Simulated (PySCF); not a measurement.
Bonds (- single, = double, # triple, : aromatic): O1-C2, C2:C3, C3:C4, C4:C5, C5:C6, C6-C7, C7-F8, C7-F9, C7-F10, C6:C11, C11:C2. O1 carries H12; C3 carries H13; C4 carries H14; C5 carries H15; C11 carries H16.

Computational details: PBE0/pcSseg-1 with gauge-including orbitals, B3LYP/pcJ-1 coupling constants (spin–dipole term only in couplings to heteroatoms), geometry: PBE0-D3(BJ)/def2-SVP, in PySCF (rapidly exchanging positions averaged, one computed conformer, no solvent model, non-relativistic Hamiltonian).

Chemical shifts δ = σref − σ; ¹H (σ = 31.27 ppm) against TMS, all at this level.

The spectrum was simulated from the full spin Hamiltonian at 400 MHz with 1.2 Hz Lorentzian lines, from shifts rounded to 0.01 ppm and J to 0.1 Hz, couplings under 1 Hz left out. Exchangeable protons (1H) are left uncoupled and out of the list.

Q: List the maxima of its ¹H spectrum with integrals.

A: 
Maxima in Hz from TMS (height), grouped by integral:
1H: 3025.7 (32), 3024.8 (32), 3016.4 (72), 3007.9 (44), 3007.1 (43)
1H: 2924.7 (91), 2923.5 (92), 2916.1 (76), 2914.9 (77)
1H: 2881.8 (78), 2879.2 (81), 2872.6 (69), 2870.0 (71)
1H: 2745.9 (91), 2744.7 (100), 2743.4 (98), 2742.1 (87)

Q: Summarise it as multiplets with assignments.

A: ¹H NMR (400 MHz, computed): δ 7.54 (tq, J = 8.9, 1.0 Hz, 1H, H14), 7.30 (dd, J = 8.6, 1.3 Hz, 1H, H15), 7.19 (dd, J = 9.2, 2.6 Hz, 1H, H13), 6.86 (dd, J = 2.6, 1.3 Hz, 1H, H16), 4.10 (br s, 1H, H12). These are first-order names; overlap and second-order distortion can hide them in the list.

Exchangeable OH/NH protons stand at their gas-phase positions; hydrogen bonding in a real sample shifts them, mostly to higher δ. Splittings below 1 Hz are ignored in the labels, and close J values are merged. Unscaled 3J(H,H) at this level run about 10 % above measured values.
